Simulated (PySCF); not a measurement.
# 2 GaCl₂ → GaCl + GaCl₃

Level: PBE0 in the def2-TZVP basis family, all electrons, no relativity, computed in PySCF with density fitting; open shells unrestricted.

```
species                                state and structure       E (Eh)  ZPE (kJ/mol)  H(298 K) − H(0) (kJ/mol)  S° (J/(mol K))
  GaCl₂  doublet, C2v, Ga–Cl 2.160 Å (×2); Cl–Ga–Cl 119.3°  -2844.80901           5.4                      13.4           302.2
   GaCl                        singlet, C∞v, Ga–Cl 2.216 Å  -2384.72753           2.2                       9.6           239.9
  GaCl₃                   singlet, D3h, Ga–Cl 2.113 Å (×3)  -3304.96067          10.3                      17.4           325.3
```

Task: What is the electronic reaction energy?

Result: At PBE0/def2-TZVP, ΔE = -184.3 kJ/mol from the differences of the total energies times 2625.5, downhill. The bond broken in GaCl₂ is weaker than the one that a second molecule gains.

Task: Add zero-point, thermal and entropy terms for 298.15 K and 1 bar.

Result: ΔZPE = 1.7 and Δ[H(298) − H(0)] = 0.2 kJ/mol give ΔH° = -182.4 kJ/mol. ΔS° = -39.2 J/(mol K), so ΔG° = -182.4 − 298.15 × (-0.0392) = -171 kJ/mol.

Only the bonding shown was studied: isomers, or loss of a ligand pair, can lie lower.
